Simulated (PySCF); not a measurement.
**Partial charges of `C=C[C@H]1C[Si@@H](CCC)C1`**

C₈H₁₆Si.
Cartesian coordinates in Å at the PBE0-D3(BJ)/def2-SVP level; atoms count from 1:
```
atom  x, y, z in Å
C1     4.332    0.184    0.221
C2     3.024    0.379    0.390
C3     1.970   -0.678    0.328
C4     1.098   -0.841    1.610
Si5   -0.323   -1.350    0.463
C6    -2.067   -0.701    0.739
C7    -3.001   -0.906   -0.454
C8    -4.407   -0.373   -0.221
C9     0.845   -0.449   -0.729
H10    5.048    1.008    0.280
H11    4.737   -0.813    0.015
H12    2.656    1.394    0.594
H13    2.455   -1.646    0.113
H14    1.510   -1.491    2.394
H15    0.890    0.148    2.056
H16   -0.366   -2.828    0.214
H17   -2.485   -1.191    1.638
H18   -1.996    0.374    0.988
H19   -2.569   -0.420   -1.347
H20   -3.053   -1.981   -0.700
H21   -5.055   -0.538   -1.096
H22   -4.393    0.709   -0.014
H23   -4.880   -0.867    0.643
H24    1.066   -0.797   -1.747
H25    0.584    0.622   -0.779
```

Density: PBE0/pcSseg-1 (PySCF); schemes: Mulliken, IAO, Hirshfeld and ESP-fitted. One conformer (not necessarily the lowest) at the PBE0-D3(BJ)/def2-SVP geometry, without solvent, vibrations or thermal averaging.

Problem. Give the atomic charges in each scheme.

Solution. In e; atoms taken as equivalent share a row and are averaged (×n: the atom named and its like, n in all):

```json
{"atom": "C1", "environment": "terminal =CH2 carbon", "Mulliken": "-0.163", "IAO": "-0.323", "Hirshfeld": "-0.111", "ESP-fitted": "-0.455"}
{"atom": "C2", "environment": "alkene CH carbon", "Mulliken": "-0.121", "IAO": "-0.123", "Hirshfeld": "-0.039", "ESP-fitted": "-0.250"}
{"atom": "C3", "environment": "allylic carbon", "Mulliken": "-0.335", "IAO": "-0.097", "Hirshfeld": "-0.023", "ESP-fitted": "+0.472"}
{"atom": "C4/C9", "environment": "sp3 carbon bound to silicon", "Mulliken": "-0.436", "IAO": "-0.543", "Hirshfeld": "-0.167", "ESP-fitted": "-0.662"}
{"atom": "Si5", "environment": "SiH silicon", "Mulliken": "+0.817", "IAO": "+0.903", "Hirshfeld": "+0.363", "ESP-fitted": "+0.521"}
{"atom": "C6", "environment": "sp3 carbon bound to silicon", "Mulliken": "-0.546", "IAO": "-0.539", "Hirshfeld": "-0.158", "ESP-fitted": "-0.285"}
{"atom": "C7", "environment": "chain CH2 carbon", "Mulliken": "-0.306", "IAO": "-0.234", "Hirshfeld": "-0.062", "ESP-fitted": "+0.243"}
{"atom": "C8", "environment": "methyl carbon", "Mulliken": "-0.264", "IAO": "-0.405", "Hirshfeld": "-0.114", "ESP-fitted": "-0.427"}
{"atom": "H10", "environment": "vinylic hydrogen", "Mulliken": "+0.117", "IAO": "+0.147", "Hirshfeld": "+0.044", "ESP-fitted": "+0.194"}
{"atom": "H11", "environment": "vinylic hydrogen", "Mulliken": "+0.112", "IAO": "+0.139", "Hirshfeld": "+0.041", "ESP-fitted": "+0.173"}
{"atom": "H12", "environment": "vinylic hydrogen", "Mulliken": "+0.097", "IAO": "+0.132", "Hirshfeld": "+0.040", "ESP-fitted": "+0.156"}
{"atom": "H13", "environment": "methine hydrogen", "Mulliken": "+0.128", "IAO": "+0.130", "Hirshfeld": "+0.041", "ESP-fitted": "+0.037"}
{"atom": "H14/H24", "environment": "methylene hydrogen", "Mulliken": "+0.142", "IAO": "+0.143", "Hirshfeld": "+0.035", "ESP-fitted": "+0.159"}
{"atom": "H15/H25", "environment": "methylene hydrogen", "Mulliken": "+0.131", "IAO": "+0.135", "Hirshfeld": "+0.034", "ESP-fitted": "+0.171"}
{"atom": "H16", "environment": "Si–H hydrogen", "Mulliken": "-0.079", "IAO": "-0.134", "Hirshfeld": "-0.088", "ESP-fitted": "-0.138"}
{"atom": "H17/H18", "environment": "methylene hydrogen", "Mulliken": "+0.139", "IAO": "+0.139", "Hirshfeld": "+0.038", "ESP-fitted": "+0.076"}
{"atom": "H19/H20", "environment": "methylene hydrogen", "Mulliken": "+0.127", "IAO": "+0.128", "Hirshfeld": "+0.036", "ESP-fitted": "-0.015"}
{"atom": "H21/H22/H23", "environment": "methyl hydrogen", "Mulliken": "+0.113", "IAO": "+0.134", "Hirshfeld": "+0.038", "ESP-fitted": "+0.101"}
```

Mean size of the charges over all atoms: IAO 0.235 e, ESP-fitted 0.233 e, Mulliken 0.215 e, Hirshfeld 0.074 e. Each set sums to the total charge, 0, to within 0.001 e. The IAO scheme counts the electrons in orthogonalised intrinsic atomic orbitals, a minimal basis polarised so that it spans the occupied orbitals exactly. The Hirshfeld scheme divides the density at each point in proportion to the densities of the neutral, spherically averaged free atoms.

Some averages cover members that differ in this geometry: C4/C9, ESP-fitted -0.694 to -0.630; H15/H25, ESP-fitted +0.158 to +0.184 e.

Lowest charge. The schemes don't all agree: Mulliken C6 (-0.546); IAO C4/C9 (-0.543); Hirshfeld C4/C9 (-0.167); ESP-fitted C4/C9 (-0.662).

Highest charge. All schemes agree: Mulliken Si5 (+0.817); IAO Si5 (+0.903); Hirshfeld Si5 (+0.363); ESP-fitted Si5 (+0.521).

Problem. How closely do the schemes follow one another over all atoms?

Solution. Correlation coefficient and root-mean-square difference: IAO with Hirshfeld 0.98, 0.204 e; Mulliken with IAO 0.97, 0.076 e; Mulliken with Hirshfeld 0.95, 0.180 e; IAO with ESP-fitted 0.80, 0.189 e; Hirshfeld with ESP-fitted 0.79, 0.226 e; Mulliken with ESP-fitted 0.66, 0.238 e.

Problem. How many electrons does the Hirshfeld scheme count on C4?

Solution. Its own charge is -0.167 e, so Z − q = 6.167.
